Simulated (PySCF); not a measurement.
SMILES C=CC[Si](C)(Cl)CC=C (C7H13ClSi) (GFN2-xTB optimised geometry):

```
22

C     -2.626    -2.400    -1.255
C     -1.837    -1.396    -1.590
C     -0.348    -1.432    -1.521
Si     0.324    -0.471     0.000
C      2.227    -0.471     0.000
Cl    -0.345    -1.402     1.682
C     -0.343     1.329     0.000
C      0.206     2.114     1.142
C      1.123     3.058     1.030
H     -2.227    -3.343    -0.919
H     -3.698    -2.325    -1.303
H     -2.263    -0.457    -1.920
H     -0.010    -2.467    -1.463
H      0.069    -1.000    -2.431
H      2.608     0.107     0.836
H      2.626    -0.033    -0.910
H      2.626    -1.477     0.085
H     -1.431     1.304     0.072
H     -0.084     1.819    -0.939
H     -0.180     1.843     2.116
H      1.503     3.590     1.885
H      1.527     3.343     0.072
```

Method: B3LYP/def2-SVP (PySCF).

Task: What are the frontier orbital energies and the dipole moment?

Result: HOMO-2 -8.21 eV, HOMO-1 -7.01 eV, HOMO -6.66 eV, LUMO 0.18 eV, LUMO+1 0.38 eV; dipole moment 1.57 D.

On the same geometry PBE/def2-SVP in PySCF 2.14.0 gives HOMO-2 -7.14 eV, HOMO-1 -6.10 eV, HOMO -5.77 eV, LUMO -0.65 eV, LUMO+1 -0.45 eV; dipole moment 1.56 D.

Meta-Löwdin charges at B3LYP/def2-SVP: C1 -0.24, C2 -0.08, C3 -0.41, Si4 0.93, C5 -0.54, Cl6 -0.30, C7 -0.41, C8 -0.07, C9 -0.25, H10 0.10, H11 0.10, H12 0.09, H13 0.11, H14 0.11, H15 0.12, H16 0.11, H17 0.11, H18 0.11, H19 0.10, H20 0.10, H21 0.10, H22 0.09.
